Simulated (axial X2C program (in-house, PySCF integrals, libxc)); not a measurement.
**Spin–orbit effects down a group: molecules with K, PBE0**

All values come from calculations with an in-house relativistic program for diatomic molecules, spin-free (one-electron X2C) or two-component (2c: spin–orbit coupling with atomic mean-field Coulomb and Gaunt terms, which also bring small scalar terms), in Dyall basis sets with cores contracted in-house; open shells are unrestricted.

Basis sets: C dyall-v3z, Ge dyall-cv3z, K dyall-cv3z, Pb dyall-cv3z, Si dyall-v3z, Sn dyall-cv3z.

```
molecule   spin-free state  Re (Å)  ωe (cm⁻¹)  De (eV)  2c state  Re 2c (Å)  ωe 2c (cm⁻¹)  De 2c (eV)
      KC  M_S = 3/2, Λ = 0   2.515      358.0     2.23   Ω = 3/2      2.515         358.0        2.23
     KSi  M_S = 3/2, Λ = 0   3.030      204.9     1.62   Ω = 3/2      3.030         204.9        1.62
     KGe  M_S = 3/2, Λ = 0   3.063      158.4     1.51   Ω = 3/2      3.063         158.2         n/a
     KSn  M_S = 3/2, Λ = 0   3.253      137.5     1.40   Ω = 3/2      3.255         137.0         n/a
     KPb  M_S = 3/2, Λ = 0   3.294      124.4     1.26   Ω = 1/2      3.498          95.4        0.51
```

Q: Work out the shifts from the spin-free to the two-component result.

A: 

```json
{"molecule": "KC", "2c state": "Ω = 3/2", "ΔRe (Å)": "0.000", "Δωe (cm⁻¹)": "0.0", "ΔDe (eV)": "0.00"}
{"molecule": "KSi", "2c state": "Ω = 3/2", "ΔRe (Å)": "0.000", "Δωe (cm⁻¹)": "0.0", "ΔDe (eV)": "0.00"}
{"molecule": "KGe", "2c state": "Ω = 3/2", "ΔRe (Å)": "0.000", "Δωe (cm⁻¹)": "-0.2", "ΔDe (eV)": "n/a"}
{"molecule": "KSn", "2c state": "Ω = 3/2", "ΔRe (Å)": "0.002", "Δωe (cm⁻¹)": "-0.5", "ΔDe (eV)": "n/a"}
{"molecule": "KPb", "2c state": "Ω = 1/2", "ΔRe (Å)": "other state", "Δωe (cm⁻¹)": "other state", "ΔDe (eV)": "n/a"}
```

Shifts of one unit in the last digit are rounding.

Each entry is the lowest single determinant of a limited PBE0 search at one distance. De goes to single-determinant-based atoms at the same level (for ions the charge split of lowest energy) and is withheld (n/a) where an atom does not fit its ground term or J level. Main or longest-lived isotopes. One determinant is a doubtful description, or other states lie close, for KC, KSi, KGe, KSn, KPb; these need not be ground states, and all values refer to the states named. With several unpaired electrons the Ω given is that of one determinant, not necessarily of the lowest component. Some light 2c atoms are not at their ground J level, so De misses part of their lowering (0.04 eV or less). The functionals have no current term, which raises determinants with orbital currents. The lowest determinant changes configuration between the Hamiltonians for KPb, so two states are compared there.
